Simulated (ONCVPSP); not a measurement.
## Zn ONCV: all-electron and pseudo phase curves

| Quantity | Value |
| --- | --- |
| Element | zinc (Zn) |
| Generator | ONCVPSP 4.0.1 |
| Type | optimised norm-conserving Vanderbilt (ONCV) |
| Functional | PBEsol |
| Relativity | scalar-relativistic |
| Frozen core | [Ar] |
| Valence charge | 12 |
| Reference configuration | 3d10 4s0.5 (charge +1.5) |
| Partial waves | 4s: rc 2.05 bohr, ncon 5, nbas 9, qcut 2.6 1/bohr, 2 projectors, debl 3.5 Ha; p scattering state at 0.12 Ha: rc 2.10 bohr, ncon 3, nbas 8, qcut 4.5 1/bohr, 1 projector; 3d: rc 0.80 bohr, ncon 4, nbas 8, qcut 15.4 1/bohr, 2 projectors, debl 1.4 Ha |
| Local potential | polynomial inside 0.75 bohr (lpopt 5, dvloc0 0 Ha) |
| Core correction | none |

In the p channel the program set the typed energies aside and used 0.050 Ha.

The phase is arctan(r·R′/R) of the radial function R(r), unwrapped; energies in Ha, scanned from -2 to 5 Ha. A pole is an energy at which the radial function vanishes at the test radius. The pseudo phase is shifted by a multiple of π to meet the all-electron one at the reference energy, and phase errors are pseudo minus all-electron; the curves can meet again beyond the range given. Levels narrower than the energy grid can be missing from the lists of poles.

```
channel  radius (bohr)  reference energy (Ha)  poles, all-electron  poles, pseudo  unbroken range about the reference energy with phases within 0.05 rad  phase error 1 Ha above the reference energy (rad)
      s           2.08                  -0.67                 0.85           0.84                                                        the whole range                                             -0.000
      p           2.14                   0.05                 1.39    -1.69, 1.36                                                            -1.4 to 2.7                                             -0.002
      d           0.81                  -0.92                 3.34           3.34                                                        the whole range                                             -0.000
```

Note: ghosts flagged at negative energy: s at -122.3 eV, p at -46.3 eV; no localised positive-energy state flagged. A true bound ghost makes a file unfit for plane-wave use.

Phases in the p channel:

| E (Ha) | all-electron | pseudo |
| --- | --- | --- |
| -1.98 | 1.164 | 4.256 |
| -1.62 | 1.065 | 1.199 |
| -1.26 | 0.885 | 0.914 |
| -0.90 | 0.491 | 0.507 |
| -0.54 | -0.297 | -0.293 |
| -0.18 | -0.952 | -0.952 |
| 0.18 | -1.247 | -1.247 |
| 0.54 | -1.395 | -1.395 |
| 0.90 | -1.485 | -1.486 |
| 1.26 | -1.551 | -1.554 |
| 1.62 | -1.605 | -1.611 |
| 1.98 | -1.659 | -1.670 |
| 2.34 | -1.718 | -1.743 |
| 2.70 | -1.799 | -1.854 |
| 3.06 | -1.933 | -2.092 |
| 3.42 | -2.234 | -2.869 |
| 3.78 | -3.098 | -3.994 |
| 4.14 | -4.010 | -4.354 |
| 4.50 | -4.329 | -4.491 |
| 4.86 | -4.463 | -4.565 |
